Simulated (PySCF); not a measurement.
## Which determinant of TlB⁺ lies lowest?

Unrestricted PBE0; PySCF, scalar-relativistic core potentials, basis sets Tl aug-cc-pVDZ-PP with ECP60, B aug-cc-pVDZ. Outer shells of the fragments: Tl+ 5d10 6s2; B 2s2 2p1.

Followed along the bond (rough minima from three points):

| 2Ms+1 | unpaired | ⟨S²⟩ at the start | R at minimum (Å) | Te (eV) |
| --- | --- | --- | --- | --- |
| 2 | σ ↑ | 0.76 | 3.09 | 0.00 |
| 2 | π ↑ | 0.76 | 2.85 | 0.45 |
| 4 | σ ↑↑, π ↑ | 3.76 | 2.34 | 3.07 |

Solutions found at the starting distance of 2.345 Å, counted from the lowest of them; the search is not exhaustive and high or unbound solutions are not listed, so other states can lie among these:

| 2Ms+1 | unpaired | term | E (eV) | ⟨S²⟩ | ⟨Lz²⟩ | μ (D) |
| --- | --- | --- | --- | --- | --- | --- |
| 2 | π ↑ | ²Π | 0.00 | 0.76 | 1.00 | 1.77 |
| 2 | σ ↑ | ²Σ⁺ | 0.05 | 0.76 | 0.00 | 3.19 |
| 4 | σ ↑↑, π ↑ | ⁴Π | 2.40 | 3.76 | 1.00 | 1.63 |
| 4 | σ ↑, π ↑↑ | ⁴Σ⁻ | 2.62 | 3.76 | 0.00 | 0.62 |
| 2 | σ ↑↑, π ↓ | mixed | 3.49 | 1.75 | 1.00 | 1.50 |
| 2 | σ ↑, π ↑↓ | mixed | 3.81 | 1.76 | 2.01 | 0.73 |
| 2 | σ ↓, π ↑↑ | mixed | 4.30 | 1.76 | 0.00 | 0.45 |
| 2 | σ ↑ | mixed | 4.62 | 0.93 | 2.00 | 1.39 |
| 4 | σ ↑, π ↑↑ | mixed | 5.71 | 3.78 | 2.01 | 4.06 |
| 4 | σ ↑↑↑ | ⁴Σ⁺ | 8.77 | 3.75 | 0.00 | 6.79 |

A term symbol is given only where ⟨S²⟩ and ⟨Lz²⟩ are close to those of a pure state; real π, δ and φ orbitals otherwise mix terms. A positive dipole points towards B; it is taken about the centre of mass and depends on that origin.

Problem. Compare the gap between the two lowest followed solutions at the starting distance with the gap between their minima.

Solution. At PBE0 the second solution (doublet, unpaired electrons π ↑) lies -0.05 eV from the first (doublet, unpaired electrons σ ↑) at 2.345 Å and +0.45 eV at the minima; the two curves relax by different amounts, since their minima lie near 2.85 and 3.09 Å.

Spin–orbit coupling is left out, which matters for elements this heavy, above all for dissociation energies. Counting both spins, an empty level lies below a filled one in some of these solutions, because spin and occupation are held.
